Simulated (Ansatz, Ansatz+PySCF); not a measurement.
```xyz
2

Be    0.0000    0.0000    0.0000
B     0.9419    1.2558    2.7189
```

Basis set: STO-3G (spherical functions). Left uncorrelated: 1 orbital. Correlation on ROHF uses semicanonical orbitals with singles. Charge 0, multiplicity 2.

Computed with Ansatz (development build ahead of 0.2.0); the reference of a correlated method needn't be the lowest determinant of its kind.

**Question.** Give the atomization energy at this shape (free ground-state atoms in the same class of orbitals less the molecule, no zero-point energy) of doublet BeB by full CI (lowest root of this spin), ROHF-CCSD(T), ROHF-CCSD.

**Answer.**

```
                            method  atomization energy
full CI (lowest root of this spin)             0.12 eV
                      ROHF-CCSD(T)             0.12 eV
                         ROHF-CCSD             0.11 eV
```

Caution for ROHF-CCSD(T), ROHF-CCSD: the reference determinant was not shown to be the lowest.

This basis has no polarisation functions and is too small for such energies, which can lie far from measured ones in either direction.
